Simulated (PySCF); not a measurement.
H$_{4}$B, charge -1, singlet, geometry from GFN2-xTB.

Here is a job for PySCF.
```python
from pyscf import gto, scf, dft

mol = gto.M(
    atom='''
B     0.00000000    0.00000000    0.00000000
H    -0.78935573   -0.82329958   -0.45703408
H     0.16226976   -0.21027872    1.19968171
H    -0.45033333    1.13195784   -0.16017538
H     1.07741931   -0.09837954   -0.58247225
''',
    basis='aug-cc-pvdz',
    charge=-1,
    verbose=4,
)

mf = dft.RKS(mol)
mf.xc = 'tpss'
mf.kernel()
```

### Question
Estimate the number of basis functions that TPSS/aug-cc-pVDZ (PySCF) returns for this input.

### Answer
59

### Question
Give the total energy at the level TPSS/aug-cc-pVDZ.

### Answer
-27.2700 Eh
